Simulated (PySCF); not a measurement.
H2Mo, SMILES [MoH2] (connectivity only; charge and spin as stated), neutral, multiplicity 5. Atoms are numbered in the order given.

```xyz
3

Mo     0.0000     0.0000    -0.0449
H      0.0000     1.3924     0.9423
H      0.0000    -1.3924     0.9423
```
Charge 0, spin multiplicity 5.

Geometry: r2SCAN-D4/def2-TZVPD. The multiplicity is an assumed one; other spin states were not compared. The def2 effective core potentials stand for the cores of Mo; spin–orbit coupling is left out.

Method: TDA-M06-2X/def2-TZVPD (PySCF 2.14.0).

Vertical excitations. Isolated molecule, no solvent.

Computed excitation energies, oscillator strengths and character:
```tsv
state	energy (eV)	λ (nm)	f	main pairs
root 1	1.78	697	0.003	α HOMO→LUMO 69 %, α HOMO−3→LUMO 23 %
root 2	2.01	618	0.005	α HOMO−1→LUMO 93 %
root 3	2.03	612	0.005	α HOMO−3→LUMO 69 %, α HOMO→LUMO 22 %
root 4	2.06	601	0.000	α HOMO−2→LUMO 93 %
root 5	2.49	498	0.001	β HOMO→LUMO 91 %
root 6	2.94	422	0.012	α HOMO→LUMO+1 55 %, α HOMO−3→LUMO+1 37 %
root 7	3.01	412	0.009	α HOMO−2→LUMO+1 91 %
root 8	3.07	403	0.000	α HOMO−1→LUMO+1 93 %
root 9	3.11	398	0.078	α HOMO−3→LUMO+1 55 %, α HOMO→LUMO+1 37 %
root 10	3.77	329	0.000	β HOMO→LUMO+1 81 %, β HOMO→LUMO+4 17 %
```
Unrestricted roots are not spin-pure.
